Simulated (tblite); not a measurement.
C₅H₅N₂ (doublet state).
Geometry (GFN2-xTB, Å), atoms numbered from 1 in this order:
```
atom  x, y, z in Å
C1     1.168    0.388   -1.427
N2     0.583   -0.580   -0.891
C3    -0.439   -0.474    0.038
C4    -1.578   -1.204   -0.168
C5    -0.244    0.274    1.218
C6     0.880    1.037    1.454
N7     1.811    1.692    1.653
H8     0.895    1.437   -1.289
H9     1.992    0.176   -2.093
H10   -2.387   -1.183    0.539
H11   -1.699   -1.787   -1.062
H12   -0.982    0.222    2.003
```

Calculated harmonic vibrations of the isolated species, GFN2-xTB (tblite), most abundant isotopes, no scaling. Errors from tens to a few hundred cm⁻¹ against measured bands are possible. One conformer, not necessarily the lowest. Open shells enter through the occupations alone, without spin polarisation, and single modes of such species can be off by tens of per cent.

Harmonic wavenumbers (cm⁻¹): 112.5, 123.2, 135.1, 248.1, 335.9, 363.8, 425.7, 520.0, 536.1, 637.1, 682.7, 739.3, 787.4, 866.0, 933.4, 985.9, 1082.0, 1132.8, 1248.9, 1334.4, 1377.4, 1421.8, 1478.3, 1757.0, 2268.1, 2916.3, 3069.8, 3079.0, 3128.6, 3171.1.

A = 4606, B = 2318, C = 1584 MHz; mass 93.045 u (most abundant isotopes); point group C1, symmetry number 1; spin multiplicity 2.

Q: What is the zero-point energy?

A: ½Σν̃ = 18449 cm⁻¹ = 220.70 kJ/mol.

Q: Give the ideal-gas entropy at 298.15 K and 1 bar in the rigid-rotor, harmonic-oscillator model (classical rotation).

A: Translation 165.39, rotation 114.41, vibration 71.53, spin (R ln 2) 5.76: S = 357.1 J/(mol K).

Q: And Cp and H(298.15 K) − H(0)?

A: Cp = 118.27 J/(mol K), of which vibrations give 85.02 (their classical limit is 30 R = 249.4); H(298.15 K) − H(0) = 22.15 kJ/mol without the zero-point energy, 12.24 from vibrations.

Q: What must be added to the electronic energy to get the Gibbs energy at 298.15 K and 1 bar?

A: ZPE + [H(298.15 K) − H(0)] − T·S = 220.70 + 22.15 − 106.47 = 136.38 kJ/mol.

Q: Which modes carry the vibrational entropy at 298.15 K?

A: 112.5 cm⁻¹: 13.49; 123.2 cm⁻¹: 12.76; 135.1 cm⁻¹: 12.02; 248.1 cm⁻¹: 7.30; 335.9 cm⁻¹: 5.15; 363.8 cm⁻¹: 4.63 J/(mol K); the other 24 give 16.18 together.

Q: How do the functions run with temperature in this model?

A: 
```
 T (K)  S (J/(mol K))  Cp (J/(mol K))  H − H(0) (kJ/mol)  G − H(0) (kJ/mol)  ln q(vib)
    50          229.6            43.3               1.80              -9.68       0.09
   100          264.9            59.8               4.39             -22.10       0.61
373.15          385.7           137.2              31.75            -112.18       4.92
   500          429.7           163.3              50.88            -163.95       7.03
   750          503.1           198.4              96.44            -280.87      11.01
  1000          563.5           221.1             149.07            -414.41      14.66
```

q(vib) and H(0) count from the zero-point level.

Hindered rotation and anharmonicity are outside this model. Other conformers, if any are populated, would add a mixing term that is left out. The structure is chiral; the term R ln 2 for an equal mix with its mirror image is left out.

Hardware: one thread of an AMD EPYC (shared host). Cost: 0.82 s. The figure is for the frequency step alone.
